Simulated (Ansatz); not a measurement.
Compare A (`N=C([SiH3])[SiH2]N`) with its isomer B (`[SiH3]/N=C\N[SiH3]`).

Computed with Ansatz on PBE0-D4/def2-TZVP structures; ΔE is electronic, products minus reactants. CBS: MP2 limit from def2 TZ/QZ plus the TZ coupled-cluster correction, frozen cores. Functionals use def2-TZVPP. B3LYP here is the variant with VWN-RPA as its local correlation; programs differ in this. Each species was taken in one conformer, which may not be the lowest.

A:

Z-matrix (Å, degrees):
```
Si
C 1 1.900
H 1 1.487 2 110.6
H 1 1.487 2 110.6 3 -119.8
H 1 1.489 2 107.5 3 120.0
Si 2 1.904 1 121.8 3 60.4
N 2 1.280 1 122.3 3 -119.6
N 6 1.713 2 115.8 1 -179.6
H 6 1.488 2 106.7 1 -58.1
H 6 1.488 2 106.6 1 58.9
H 7 1.026 2 112.1 1 0.0
H 8 1.009 6 117.4 2 66.8
H 8 1.009 6 117.4 2 -66.5
```

B:

```xyz
13

Si    0.658    1.080    1.649
N    -0.701    0.136    1.276
C    -1.331   -0.576    0.455
N    -0.976   -0.913   -0.823
Si    0.482   -0.426   -1.661
H     0.184    2.443    2.008
H     1.330    0.470    2.826
H     1.696    1.242    0.585
H    -2.298   -1.013    0.744
H    -1.642   -1.500   -1.301
H     1.689   -0.922   -0.959
H     0.548    1.047   -1.804
H     0.362   -1.067   -2.994
```

**Question.** Which is lower in electronic energy at CCSD(T)/CBS, and by how much? (An estimate is asked.)

**Answer.** Computed: B, by 12.2 kcal/mol.

**Question.** Give E(B) − E(A) in kcal/mol with ωB97M-V, MP2/def2-TZVPP, HF/def2-TZVPP, PBE0-D4, PBE-D4, B2PLYP, B3LYP-D4. (Estimate.)

**Answer.** The calculation gave: ωB97M-V -13.5, MP2/def2-TZVPP -14.2, HF/def2-TZVPP -17.0, PBE0-D4 -14.8, PBE-D4 -14.2, B2PLYP -14.8, B3LYP-D4 -15.8. None reverses the order clearly.

Largest T1 diagnostic: 0.014.

From PBE to PBE0 (25 % exact exchange), in def2-TZVPP and without D4, E(B) − E(A) moves by −0.7 kcal/mol. In def2-TZVPP, CCSD(T) changes the Hartree–Fock value by +4.7 kcal/mol (the triples alone add +0.3 kcal/mol) and MP2 by +2.8 kcal/mol.
